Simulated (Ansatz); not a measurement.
# Worked example: GaHCl2 → GaCl + HCl

Species: GaHCl2 `[Cl][GaH][Cl]`, singlet; GaCl, singlet; HCl (hydrogen chloride), singlet. 

Shapes, held fixed at every level: PBE0-D4/def2-TZVP. Programs: Ansatz 0.2.0. The zero-point and thermal change to 298 K, harmonic and unscaled (PBE0-D4/def2-TZVP), is -0.5 kJ/mol.

At CCSD(T)/def2-TZVPP; 1 Eh = 2625.50 kJ/mol:

```
species   energy (Eh)
 GaHCl2  -2843.625904
   GaCl  -2383.250812
    HCl   -460.331246
```

**Question.** Work out ΔH(298 K) of the reaction at this level.

**Answer.** 
1. Products less reactants: (-2383.250812) + (-460.331246) − [(-2843.625904)] = 0.043846 Eh = +115.1 kJ/mol.
2. With the thermal change: +115.1 + (-0.5) = +114.6 kJ/mol.

Other levels give +112.8 (CCSD/def2-TZVPP) to +136.6 kJ/mol (MP2/def2-SVP). No measured value is set beside it here. Relativity is left out for Ga unless named. Correlated rows may include outer-core shells of Ga, which these sets cover unevenly.
